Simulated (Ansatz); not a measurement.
`[F][GeH]([F])[Cl]` + `N=C=O` → `O=C=[N][GeH]([F])[Cl]` + H–F at 400 K and 1 bar (ligand exchange at a Ge–F bond).

Gas-phase electronic energies from Ansatz, PBE0-D4/def2-TZVP geometries. CBS: MP2 limit from def2 TZ/QZ plus the TZ coupled-cluster correction, frozen cores. This one scheme is used for every species. For Ge outer-core shells are correlated without core-valence functions, which leaves a few kJ/mol of doubt a bond. Scalar relativity is left out up to krypton. One conformer a species, not always the lowest.

```csv
species,CCSD(T)/CBS energy (Eh),H − E (kJ/mol),S (J/(mol·K))
`[F][GeH]([F])[Cl]`,-2736.19042,61.4,338.7
`N=C=O`,-168.51995,72.4,252.4
`O=C=[N][GeH]([F])[Cl]`,-2804.31074,100.0,406.6
H–F,-100.39570,36.5,182.2
```

H − E and S are ideal-gas, rigid-rotor, harmonic terms from PBE0-D4/def2-TZVP, for one conformer and one mirror image of each species. 1 Eh = 2625.50 kJ/mol, R = 8.31446 J/(mol·K).

Task: By hand: ΔE, ΔH, ΔS and ΔG.

Result: ΔE = (-2804.31074) + (-100.39570) − (-2736.19042) − (-168.51995) = 0.00393 Eh = 10.3 kJ/mol. Δ(H − E) = 100.0 + 36.5 − 61.4 − 72.4 = 2.7, so ΔH = 13.0 kJ/mol. ΔS = 406.6 + 182.2 − 338.7 − 252.4 = -2.3 J/(mol·K). ΔG = 13.0 − 400 × (-2.3)/1000 = 13.9 kJ/mol.

Task: By hand: the equilibrium constant, and the temperature at which ΔG would vanish if ΔH and ΔS stayed fixed.

Result: log₁₀ K = −ΔG/(RT ln 10) = -1.8. ΔH and −TΔS have one sign here, so there is no such temperature.

The number of gas molecules stays the same, so ΔS is small and ΔH decides. A doubt of 5 kJ/mol in ΔE shifts log₁₀ K by 0.7 here. Other conformers and mirror images would add mixing entropy, several J/(mol·K) or more a flexible species. Modes under 60 cm⁻¹, often nearly free rotors, make the harmonic entropy too high. These are equilibria of isolated gas molecules and say nothing of rates. Largest T1 diagnostic: 0.018 (customary marks: 0.02 for closed shells, 0.045 for open ones).

ΔS is within the doubt of such terms, so its sign, and with it that verdict, could turn.
